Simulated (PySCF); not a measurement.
# Working out the excitation energy of C²⁺

C²⁺ [He] 2s2 (1S) → C²⁺ [He] 2p2 (3P). Calculation: PySCF 2.14, in dyall-av2z (11s7p2d, 42 functions); no relativity, point nucleus. Frozen: 1s2; the 8 highest virtual orbitals dropped. Energies in hartree (1 hartree = 27.21139 eV):

```tsv
part	C²⁺ (lower)	C²⁺ (upper)
UHF	-36.407483	-35.842059
CCSD correlation	-0.074255	-0.006970
(T)	0.000000	0.000000
```

Q: What does Hartree-Fock give?

A: (-35.842059) − (-36.407483) = 0.565424 hartree = 15.386 eV.

Q: What do CCSD and CCSD(T) give?

A: The CCSD correlation energies differ by 0.067285 hartree = 1.831 eV and the triples by 0.000000 hartree = 0.000 eV, so CCSD gives 17.217 eV and CCSD(T) 17.217 eV.

A double-zeta basis recovers only part of the correlation energy.

The coupled-cluster amplitudes are large, so a single reference is strained.
